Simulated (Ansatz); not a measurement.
Reaction (formal loss of a carbene): `C[O][AlH][Cl]` → `[CH2]` (triplet) + `[OH][AlH][Cl]`

Isolated molecules relaxed with PBE0-D4/def2-TZVP in Ansatz; ΔE leaves out vibrations. CBS: MP2 limit from def2 TZ/QZ plus the TZ coupled-cluster correction, frozen cores. This one scheme is used for every species. Triplets are unrestricted, without spin–orbit coupling. One conformer a species, not always the lowest.

`C[O][AlH][Cl]`:

Cartesian coordinates in Å:
```
C 1.103 0.512 0.436
O 0.225 -0.569 0.296
Al -1.261 -0.839 -0.421
Cl -2.210 0.743 -1.417
H 2.070 0.266 -0.014
H 0.722 1.422 -0.040
H 1.267 0.722 1.498
H -1.917 -2.256 -0.338
```

`[CH2]` (triplet):

Z-matrix (Å, degrees):
```
C
H 1 1.079
H 1 1.079 2 134.9
```

`[OH][AlH][Cl]`:

```xyz
5

O    -0.958   -0.384    0.771
Al    0.405   -0.188   -0.197
Cl    0.771    1.660   -1.117
H    -1.601    0.303    0.940
H     1.383   -1.391   -0.397
```

```tsv
species	MP2/def2-SVP energy (Eh)
`C[O][AlH][Cl]`	-816.80218
`[CH2]` (triplet)	-38.98668
`[OH][AlH][Cl]`	-777.67327
```

**Question.** Work out ΔE.

**Answer.** ΔE = (-38.98668) + (-777.67327) − (-816.80218) = 0.14223 Eh = +89.3 kcal/mol. CCSD(T)/CBS gives +89.6 kcal/mol.

Largest T1 diagnostic among the species: 0.011.

The D4 term adds +2.0 kcal/mol with B3LYP and +1.1 kcal/mol with PBE0; it sums over pairs of atoms, weighted by their polarisabilities, and B3LYP, whose exchange is more repulsive, gets the larger term. From PBE to PBE0 (25 % exact exchange), in def2-TZVPP and without D4, ΔE moves by −2.2 kcal/mol. In def2-TZVPP, CCSD(T) changes the Hartree–Fock value by +29.6 kcal/mol (the triples alone add +2.4 kcal/mol) and MP2 by +31.4 kcal/mol.

B3LYP here is the variant with VWN-RPA as its local correlation; programs differ in this.
